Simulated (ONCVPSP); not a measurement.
Potentials for molybdenum compared

Generated with ld1.x 7.5 (TM, RRKJ, ultrasoft, PAW), atompaw 4.2 or ONCVPSP 4.0.1. The cutoff is in Ry: for ld1.x and atompaw files where the sum of valence levels is converged to 10 mRy in a Bessel basis, for ONCV files where the hardest occupied wave has 1 mHa per electron of residual kinetic energy. The error is the largest all-electron minus pseudo excitation energy over each file’s own four to seven test configurations (ionisations up to +4, promotions, holes and added fractions of an electron), all of which were solved. The labels leave out finer settings (local radius, basis sizes, second energies), which also bear on the numbers. Spin-polarised tests are not counted. The rows are a selection from randomly drawn settings: files with unsolved tests, undetermined cutoffs or missed reference levels are left out.

| potential | cutoff (Ry) | largest error (meV) | bound ghosts |
| --- | --- | --- | --- |
| ONCV, PBE, scalar-relativistic, rc 1.30/1.95/2.10 (spd), local smoothed, core correction yes, reference 4s2 4p6 4d5, qcut 6/6.8/7.6, projectors 1/1/1 | 117 | +359 | none |
| ONCV, PBE, fully relativistic, rc 1.65/1.45/2.30 (spd), local smoothed, core correction yes, reference 4s2 4p6 4d5 5s1, qcut 7.4/7.5/7.6, projectors 2/2/2 | 45 | +13 | none |
| ONCV, PBE, scalar-relativistic, rc 1.60/1.35/1.35 (spd), local d, core correction yes, reference 4s2 4p6 4d5 5s1, qcut 6.2/7.3/7.3, projectors 2/1/0 | 47 | +3.2 | none |
| ONCV, PBE, scalar-relativistic, rc 2.05/2.05/1.75 (spd), local smoothed, core correction no, reference 4s2 4p6 4d5 5s0.5, qcut 5.9/7.5/6.2, projectors 3/2/1 | 33 | -2.0 | none |
| ONCV, PBEsol, scalar-relativistic, rc 1.80/1.35/2.10 (spd), local smoothed, core correction no, reference 4s2 4p6 4d5 5s1, qcut 6.9/6.6/6.7, projectors 2/2/2 | 38 | -193 | none |

**Question.** Fill in the row for Mo: ONCV, LDA (Perdew-Wang 92), scalar-relativistic, rc 1.80/1.50/2.25 (spd), local smoothed, core correction yes, reference 4s2 4p6 4d6, qcut 5.4/10.9/5.6, projectors 2/2/2.

**Answer.** cutoff 65 Ry, largest error +18 meV, bound ghosts: none.

**Question.** Fill in the row for Mo: ONCV, PBE, fully relativistic, rc 1.80/1.95/1.70 (spd), local smoothed, core correction no, reference 4s2 4p6 4d5 5s1, qcut 6.8/5.5/5.6, projectors 2/1/2.

**Answer.** cutoff 38 Ry, largest error +19 meV, bound ghosts: none.
